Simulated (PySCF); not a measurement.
CH8FNOSi2, SMILES [Si@@H]([Si@H](C)N)(F)O. Atoms are numbered in the order given.

```xyz
14

C     -1.2019     0.8364     1.8020
Si    -1.2039     0.3063    -0.0102
N     -1.8860    -1.2494    -0.3906
Si     1.0201     0.0940    -0.6970
O      1.9313     1.1339     0.2291
F      1.4482    -1.4559    -0.3519
H     -0.6887     0.0876     2.4267
H     -2.2248     0.9688     2.1914
H     -0.6613     1.7914     1.9100
H     -1.9326     1.3410    -0.8056
H     -2.8765    -1.4361    -0.2643
H     -1.3326    -2.0769    -0.1857
H      1.3463     0.2635    -2.1442
H      2.8718     1.2174     0.0291
```

The structure is a stationary point at B3LYP-D3(BJ)/def2-SVP. The structure was generated by enumeration; whether it is a known compound was not checked. Other conformers were not sampled.

These are SMD-B3LYP/6-31G* in PySCF values and carry that method's errors.

Solvation free energies are E(SMD) − E(gas) at the gas-phase geometry, for 1 M in both phases. In vacuum the dipole moment is 0.47 D.

Computed solvation free energies in water, ethylethanoate, chloroform:
```
solvent         ΔG(solv) (kcal/mol)  its non-electrostatic (CDS) part  dipole (D)
--------------  -------------------  --------------------------------  ----------
water                          -4.6                               5.1        0.52
ethylethanoate                 -5.0                               0.3        0.61
chloroform                     -5.2                               0.4        0.57
```
